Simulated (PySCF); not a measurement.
HOP, SMILES O=P. Geometry optimised at TPSSh-D3(BJ)/def2-TZVPD.

TDDFT-PBE/def2-TZVPD (PySCF) puts the lowest singlet excitations at 2.30, 5.19, 5.64, 6.31, 6.32, 6.79 eV.

Question: What are the lowest excitation roots from ADC(2)/aug-cc-pVDZ (PySCF)? (An estimate is asked for; the answer gives what the named calculation found.)

Answer: 2.36, 5.46, 5.60, 6.10, 6.76, 6.90 eV. S1 differs by 0.06 eV (second minus first; roots are paired by order, and the bases may differ).
